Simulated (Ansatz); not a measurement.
System: sum formula AlOH (charge 0, singlet). SMILES: [OH][Al]
Coordinates optimised at B3LYP-D3(BJ)/def2-TZVP (Ansatz, an electronic-structure program):
```
O
H 1 0.9528
Al 1 1.6815 2 180.00
```
Charge 0, spin multiplicity 1.

Wanted: vertical ionisation energy (to the doublet state of charge +1; each state is the SCF solution reached for its spin), in eV. Cores are frozen in the correlated levels unless marked. Open shells are spin-unrestricted. Spin-orbit coupling is left out. Non-relativistic. CBS marks a two-point X^-3 extrapolation of the correlation energy; Hartree-Fock from the larger set.

```tsv
level	program	vertical ionisation energy (eV)
SVWN5/def2-TZVPD	Ansatz	[?]
PBE0/def2-TZVPD	Ansatz	[?]
BHLYP/def2-TZVPD	Ansatz	8.98
CAM-B3LYP/def2-TZVPD	Ansatz	[?]
wB97X-V/def2-TZVPD	Ansatz	9.04
CCSD(T)/CBS(aug-cc-pV(T+d)Z,aug-cc-pV(Q+d)Z)	Ansatz	9.04
```

Problem. Fill in the missing entries.

Solution. 
- SVWN5/def2-TZVPD, vertical ionisation energy (eV): 9.17
- PBE0/def2-TZVPD, vertical ionisation energy (eV): 8.99
- CAM-B3LYP/def2-TZVPD, vertical ionisation energy (eV): 9.14
